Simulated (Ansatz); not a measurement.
singlet Mg: levels of theory in one basis

A single Mg atom.

Basis set: cc-pVDZ (spherical functions). Correlated methods keep 1 orbital frozen. Charge 0, multiplicity 1.

Computed with Ansatz (development build ahead of 0.2.0); each method stands on the lowest determinant of its kind that the runs found.

```csv
method,E − E(RHF) (eV),<S²> of the determinant
RHF,0.00,0.00
RHF-CCSD,-0.99,–
RHF-CCSD(T),-0.99,–
```

(1) What does RHF-MP2 give on the same scale?

Answers

(1) -0.68 eV.
